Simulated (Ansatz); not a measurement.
Reaction (cleavage of the Si–Si bond): `O[Si](F)([SiH3])S` + `[OH][Sn][Cl]` → `[SiH3][O][Sn][Cl]` + `O[SiH](F)S`

Computed with Ansatz on PBE0-D4/def2-TZVP structures; ΔE is electronic, products minus reactants. CBS: MP2 limit from def2 TZ/QZ plus the TZ coupled-cluster correction, frozen cores. Functionals use def2-TZVPP. Elements past krypton have def2 core potentials. For Sn outer-core shells are correlated without core-valence functions, which leaves a few kJ/mol of doubt a bond. One conformer a species, not always the lowest.

`O[Si](F)([SiH3])S`:

```xyz
10

O     0.204    1.782   -0.913
Si    0.095    0.174   -0.669
F    -0.866   -0.513   -1.750
Si   -0.789   -0.180    1.460
S     2.038   -0.663   -0.964
H     0.664    2.096   -1.695
H    -0.872   -1.646    1.696
H     0.118    0.427    2.467
H    -2.146    0.415    1.582
H     1.555   -1.892   -1.213
```

`[OH][Sn][Cl]`:

Z-matrix (Å, degrees):
```
O
Sn 1 1.974
H 1 0.961 2 114.9
Cl 2 2.361 1 94.3 3 -180.0
```

`[SiH3][O][Sn][Cl]`:

Z-matrix (Å, degrees):
```
Si
O 1 1.642
H 1 1.487 2 111.1
H 1 1.487 2 108.3 3 119.4
H 1 1.487 2 111.0 3 -121.2
Sn 2 1.963 1 140.0 3 60.1
Cl 6 2.379 2 96.9 1 0.1
```

`O[SiH](F)S`:

```xyz
7

O     0.310   -1.634    0.074
Si    0.422   -0.024   -0.108
F     0.919    0.700    1.222
S    -1.501    0.752   -0.567
H    -0.395   -1.986    0.621
H     1.447    0.212   -1.136
H    -1.202    1.979   -0.106
```

CCSD(T)/CBS gives -118.5 kJ/mol.

(1) Another level gave -99.4 kJ/mol. Which?
A. MP2/def2-TZVPP
B. PBE0-D4/def2-TZVPP
C. CCSD(T)/def2-TZVPP
D. ωB97X-V/def2-TZVPP

Largest T1 diagnostic among the species: 0.017.

## Answers

(1) B. PBE0-D4 -99.4, CCSD(T)/def2-TZVPP -120.1, MP2/def2-TZVPP -128.4, ωB97X-V -114.2 kJ/mol.

From PBE to PBE0 (25 % exact exchange), in def2-TZVPP and without D4, ΔE moves by −11.3 kJ/mol. In def2-TZVPP, CCSD(T) changes the Hartree–Fock value by +26.5 kJ/mol (the triples alone add +4.0 kJ/mol) and MP2 by +18.2 kJ/mol.
